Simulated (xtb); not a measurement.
C$_{2}$H, doublet, from a rough starting geometry; GFN2-xTB in xtb.

Here is a job for xtb.
```
$ xtb mol.xyz --gfn 2 --uhf 1 --opt vtight --json

# file mol.xyz
3

C      0.02304103     0.03865781    -0.01725767
C     -0.00244331     0.00843475     1.12867310
H      0.01166847     0.01431546    -1.10914002
```

What the program printed (banner, timings and long lists left out):

```
   ID    Z sym.   atoms
    1    6 C      1, 2
    2    1 H      3

           -------------------------------------------------
          |                Calculation Setup                |
           -------------------------------------------------

           -------------------------------------------------
          |                 G F N 2 - x T B                 |
           -------------------------------------------------

          ...................................................
          :                      SETUP                      :
          :.................................................:
          :  # basis functions                   9          :
          :  # atomic orbitals                   9          :
          :  # shells                            5          :
          :  # electrons                         9          :
          :  max. iterations                   250          :
          :  Hamiltonian                  GFN2-xTB          :
          :  restarted?                      false          :
          :  GBSA solvation                  false          :
          :  PC potential                    false          :
          :  electronic temp.          300.0000000     K    :
          :  accuracy                    1.0000000          :
          :  -> integral cutoff          0.2500000E+02      :
          :  -> integral neglect         0.1000000E-07      :
          :  -> SCF convergence          0.1000000E-05 Eh   :
          :  -> wf. convergence          0.1000000E-03 e    :
          :  Broyden damping             0.4000000          :
          :  net charge                          0          :
          :  unpaired electrons                  1          :
          ...................................................

 iter      E             dE          RMSdq      gap      omega  full diag
   1     -4.7367824 -0.473678E+01  0.106E+01    6.60       0.0  T
   2     -4.7369372 -0.154802E-03  0.659E+00    6.81       1.0  T
   3     -4.6688522  0.680850E-01  0.476E+00    6.20       1.0  T
   4     -4.7434270 -0.745748E-01  0.260E-01    6.63       1.0  T
   5     -4.7433944  0.325826E-04  0.205E-01    6.62       1.0  T
   6     -4.7434871 -0.927231E-04  0.662E-02    6.64       1.0  T
   7     -4.7435001 -0.129685E-04  0.148E-02    6.63       3.9  T
   8     -4.7435007 -0.580822E-06  0.377E-03    6.64      15.3  T
   9     -4.7435007 -0.149010E-07  0.457E-04    6.64     126.4  T
  10     -4.7435007 -0.372745E-09  0.242E-04    6.64     239.0  T

   *** convergence criteria satisfied after 10 iterations ***

         :::::::::::::::::::::::::::::::::::::::::::::::::::::
         ::                     SUMMARY                     ::
         :::::::::::::::::::::::::::::::::::::::::::::::::::::
         :: total energy              -4.572617934004 Eh    ::
         :: gradient norm              0.175085252171 Eh/a0 ::
         :: HOMO-LUMO gap              6.635565383328 eV    ::
         ::.................................................::
         :: SCC energy                -4.743500705327 Eh    ::
         :: -> isotropic ES            0.000420555524 Eh    ::
         :: -> anisotropic ES          0.000676169090 Eh    ::
         :: -> anisotropic XC          0.006155283608 Eh    ::
         :: -> dispersion             -0.000558682199 Eh    ::
         :: repulsion energy           0.170882771323 Eh    ::
         :: add. restraining           0.000000000000 Eh    ::
         :: total charge               0.000000000001 e     ::
         :::::::::::::::::::::::::::::::::::::::::::::::::::::

      -----------------------------------------------------------
     |                   =====================                   |
     |                        A N C O P T                        |
     |                   =====================                   |
     |               Approximate Normal Coordinate               |
[...]
 * total energy  :    -4.5726179 Eh     change       -0.2521858E-09 Eh
 * total energy  :    -4.5775856 Eh     change       -0.4967704E-02 Eh
 * total energy  :    -4.5778703 Eh     change       -0.2847077E-03 Eh
 * total energy  :    -4.5778824 Eh     change       -0.1210206E-04 Eh
 * total energy  :    -4.5778858 Eh     change       -0.3378958E-05 Eh
 * total energy  :    -4.5779042 Eh     change       -0.1841743E-04 Eh
 * total energy  :    -4.5779044 Eh     change       -0.1275779E-06 Eh
 * total energy  :    -4.5779044 Eh     change       -0.9158443E-09 Eh
   *** GEOMETRY OPTIMIZATION CONVERGED AFTER 8 ITERATIONS ***
[...]
         ::                     SUMMARY                     ::
         :::::::::::::::::::::::::::::::::::::::::::::::::::::
         :: total energy              -4.577904373089 Eh    ::
         :: gradient norm              0.000021310956 Eh/a0 ::
         :: HOMO-LUMO gap              6.185655507274 eV    ::
         ::.................................................::
         :: SCC energy                -4.716156183082 Eh    ::
         :: -> isotropic ES            0.000306031369 Eh    ::
         :: -> anisotropic ES          0.000733155711 Eh    ::
         :: -> anisotropic XC          0.006282194292 Eh    ::
         :: -> dispersion             -0.000557404054 Eh    ::
         :: repulsion energy           0.138251809993 Eh    ::
         :: add. restraining           0.000000000000 Eh    ::
         :: total charge               0.000000000238 e     ::
         :::::::::::::::::::::::::::::::::::::::::::::::::::::

           -------------------------------------------------
          |                Property Printout                |
           -------------------------------------------------

    * Orbital Energies and Occupations

         #    Occupation            Energy/Eh            Energy/eV
      -------------------------------------------------------------
         1        2.0000           -0.6250929             -17.0096
         2        2.0000           -0.5351488             -14.5621
         3        2.0000           -0.4410090             -12.0005
         4        2.0000           -0.4410090             -12.0005
         5        1.0000           -0.3989073             -10.8548 (HOMO)
         6                         -0.1715887              -4.6692 (LUMO)
         7                         -0.1715887              -4.6692
         8                          0.1664159               4.5284
         9                          1.2416923              33.7882
      -------------------------------------------------------------
                  HL-Gap            0.2273187 Eh            6.1857 eV
             Fermi-level           -0.3524448 Eh           -9.5905 eV

     #   Z          covCN         q      C6AA      α(0)
     1   6 C        1.908    -0.073    33.104     9.292
     2   6 C        0.981    -0.049    37.438    10.277
     3   1 H        0.927     0.123     1.592     1.973

 Mol. C6AA /au·bohr⁶  :        172.452156
 Mol. C8AA /au·bohr⁸  :       4654.799595
 Mol. α(0) /au        :         21.542026

Wiberg/Mayer (AO) data.
largest (>0.10) Wiberg bond orders for each atom

 ---------------------------------------------------------------------------
     #   Z sym  total        # sym  WBO       # sym  WBO       # sym  WBO
 ---------------------------------------------------------------------------
     1   6 C    3.953 --     2 C    3.056     3 H    0.897
     2   6 C    3.136 --     1 C    3.056
     3   1 H    0.977 --     1 C    0.897
 ---------------------------------------------------------------------------

Topologies differ in total number of bonds
Writing topology from bond orders to xtbtopo.mol

molecular dipole:
                 x           y           z       tot (Debye)
 q only:        0.002       0.001      -0.357
   full:        0.003       0.001      -0.404       1.028
molecular quadrupole (traceless):
                xx          xy          yy          xz          yz          zz
 q only:       -0.150       0.000      -0.150      -0.014      -0.022       0.299
  q+dip:       -1.809       0.000      -1.809      -0.048      -0.040       3.619
   full:       -0.879       0.000      -0.879      -0.030      -0.032       1.758

optimized geometry written to: xtbopt.xyz

           -------------------------------------------------
          | TOTAL ENERGY               -4.577904373089 Eh   |
          | GRADIENT NORM               0.000021310956 Eh/α |
          | HOMO-LUMO GAP               6.185655507274 eV   |
           -------------------------------------------------
```
